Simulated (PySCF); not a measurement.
A structure optimised at B3LYP-D3(BJ)/def2-SVP, used in a PySCF frequency run:

```xyz
18

C     -3.0399     0.2414    -0.8877
C     -2.4388    -0.9905    -0.1981
Si    -1.0990    -0.5894     1.0787
C      0.3248     0.3497     0.2876
C      1.5790    -0.1286     0.1666
Si     2.9902     0.7984    -0.6522
H     -3.8268    -0.0376    -1.6073
H     -3.4924     0.9335    -0.1583
H     -2.2747     0.8069    -1.4444
H     -1.9979    -1.6735    -0.9456
H     -3.2285    -1.5691     0.3138
H     -0.5542    -1.8458     1.6756
H     -1.7009     0.2471     2.1640
H      0.1143     1.3511    -0.1180
H      1.7954    -1.1278     0.5741
H      3.5312     0.0241    -1.8100
H      4.1143     1.0125     0.3083
H      2.4926     2.1201    -1.1330
```

**Question.** Write its SMILES and formula.

**Answer.** CC[SiH2]/C=C/[SiH3], C₄H₁₂Si₂

**Question.** What are its rotational constants (standard atomic weights)?

**Answer.** 4.7987, 0.79155, 0.72042 GHz
